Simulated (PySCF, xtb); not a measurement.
Sn(H)2(Me)(OH) (CH₆OSn), SMILES [CH3][SnH2][OH].

GFN2-xTB run with xtb at its own geometry gives an orbital gap of 5.85 eV and a dipole moment of 3.04 D.

Geometry optimised at r2SCAN-D4/def2-SVP. The def2 effective core potentials stand for the cores of Sn; spin–orbit coupling is left out. One conformer was computed; it need not be the lowest.

**Question.** What does M06-2X/def2-TZVPD run with PySCF give? (An estimate is asked for; the answer gives what the named calculation found.)

**Answer.** gap 9.24 eV (levels -9.29 and -0.05 eV), dipole 2.31 D.
